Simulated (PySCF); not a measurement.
# Spinor energies of Ca¹⁹⁺ (calcium, charge +19)

Start: 1s1; 1s1/2 filled at m_j = +1/2. Calculated with PySCF 2.14 in an uncontracted even-tempered set (15 s from 19 bohr⁻², ratio 2.4; 9 p from 24 bohr⁻², ratio 2.4; 3 d from 72 bohr⁻², ratio 2.6; 3 f from 110 bohr⁻², ratio 2.6): generalised Hartree-Fock with the X2C-1e Hamiltonian and a Gaussian nucleus; one run each with spin-orbit coupling (SO) switched off, then screened by Boettger's factors, then bare.

```csv
spinor shell,electrons,"ε, spin-free (eV)","ε, screened SO (eV)","ε, bare SO (eV)",weight of nominal j (screened SO),"rms radius, screened SO (bohr)"
1s1/2,1,-5471.6,-5471.6,-5471.6,1.000,0.0858
```

```csv
quantity,spin-free,screened SO,bare SO
E (hartree),-201.07578,-201.07578,-201.07578
M_J,1/2,1/2,1/2
⟨J²⟩,0.750,0.750,0.750
⟨L²⟩,0.000,0.000,0.000
⟨S²⟩,0.750,0.750,0.750
```

Without spin-orbit coupling the j labels of p, d and f shells carry no meaning; the spin-free column gives the mean over the occupied spinors of each nl shell.
